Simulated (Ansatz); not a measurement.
CdMeCl (CH₃CdCl). Total charge 0; singlet. Geometry PBE0-D4/def2-TZVP.

Cartesian coordinates in Å:
```
Cd -0.8886 -0.4855 0.6376
C 0.6656 0.3643 -0.4778
H 0.6056 1.4511 -0.4218
H 0.5827 0.0522 -1.5188
H 1.6251 0.0355 -0.0787
Cl -2.5903 -1.4176 1.8595
```

In the def2 sets Cd takes a core potential; there is no spin–orbit coupling.

Q: Estimate the orbital energies around the gap (eV) in Ansatz with HF/def2-TZVP, LDA (SPW92)/def2-TZVP, B97M-V/def2-TZVP, PBE0-D4/def2-SVP, PBE0-D4/def2-TZVP.

A: 
| orbital | HF/def2-TZVP | LDA (SPW92)/def2-TZVP | B97M-V/def2-TZVP | PBE0-D4/def2-SVP | PBE0-D4/def2-TZVP |
| --- | --- | --- | --- | --- | --- |
| HOMO−13 | -87.64 | -69.66 | -73.14 | -74.25 | -74.38 |
| HOMO−12 | -28.14 | -19.30 | -20.48 | -21.46 | -21.66 |
| HOMO−11 | -25.32 | -17.20 | -18.30 | -19.20 | -19.47 |
| HOMO−10 | -21.14 | -13.46 | -13.74 | -15.35 | -15.38 |
| HOMO−9 | -21.14 | -13.34 | -13.70 | -15.35 | -15.38 |
| HOMO−8 | -21.11 | -13.34 | -13.70 | -15.32 | -15.36 |
| HOMO−7 | -21.11 | -13.15 | -13.59 | -15.24 | -15.27 |
| HOMO−6 | -20.81 | -13.15 | -13.59 | -15.24 | -15.27 |
| HOMO−5 | -15.01 | -9.98 | -10.29 | -11.28 | -11.38 |
| HOMO−4 | -15.01 | -9.98 | -10.29 | -11.28 | -11.38 |
| HOMO−3 | -12.65 | -8.79 | -8.74 | -9.64 | -9.76 |
| HOMO−2 | -11.54 | -7.47 | -7.37 | -8.20 | -8.33 |
| HOMO−1 | -11.54 | -7.14 | -7.34 | -8.12 | -8.33 |
| HOMO | -10.70 | -7.14 | -7.34 | -8.12 | -8.29 |
| LUMO | 1.74 | -1.89 | -1.59 | -0.64 | -0.83 |
| LUMO+1 | 1.93 | -1.21 | -0.98 | -0.20 | -0.30 |
| LUMO+2 | 1.93 | -1.21 | -0.98 | -0.20 | -0.30 |
| LUMO+3 | 3.98 | 0.60 | 0.94 | 1.90 | 1.51 |
| LUMO+4 | 5.91 | 2.14 | 2.55 | 3.52 | 3.13 |
| LUMO+5 | 5.91 | 2.14 | 2.55 | 3.82 | 3.13 |
